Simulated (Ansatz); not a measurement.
One change: `[OH][Ga]([SH])[SH]` becomes `[OH][Ga]([SH])[Cl]`.

Ansatz, PBE0-D4/def2-TZVP geometries, multiplicity 1. Each molecule was computed in one conformer, which needn't be the lowest.

Scalar relativity is left out up to krypton.

```tsv
property	`[OH][Ga]([SH])[SH]`
HOMO energy (B3LYP/def2-TZVPP) / eV	-7.40
LUMO energy (PBE0/def2-TZVPP) / eV	-0.87
HOMO energy (ωB97M-V/def2-TZVPP) / eV	-9.83
LUMO energy (B3LYP/def2-TZVPP) / eV	-1.19
size of the dipole moment (ωB97M-V/def2-TZVPP) / D	1.83
size of the dipole moment (PBE/def2-TZVPP) / D	1.80
```

(1) What does the change do to each property? (An estimate is asked.)

Results:

(1) Computed: 
```csv
property,`[OH][Ga]([SH])[Cl]`,shift
HOMO energy (B3LYP/def2-TZVPP) / eV,-7.86,-0.46
LUMO energy (PBE0/def2-TZVPP) / eV,-1.18,-0.31
HOMO energy (ωB97M-V/def2-TZVPP) / eV,-10.32,-0.49
LUMO energy (B3LYP/def2-TZVPP) / eV,-1.51,-0.32
size of the dipole moment (ωB97M-V/def2-TZVPP) / D,0.56,-1.27
size of the dipole moment (PBE/def2-TZVPP) / D,0.45,-1.35
```

With PBE0 the HOMO falls by 0.46 eV and the LUMO falls by 0.31 eV, so the gap widens by about 0.15 eV. PBE moves the HOMO by -0.43 eV and ωB97M-V by -0.49 eV. Dipoles are sizes alone; their direction can turn.

B3LYP here is the variant with VWN-RPA as its local correlation; programs differ in this.
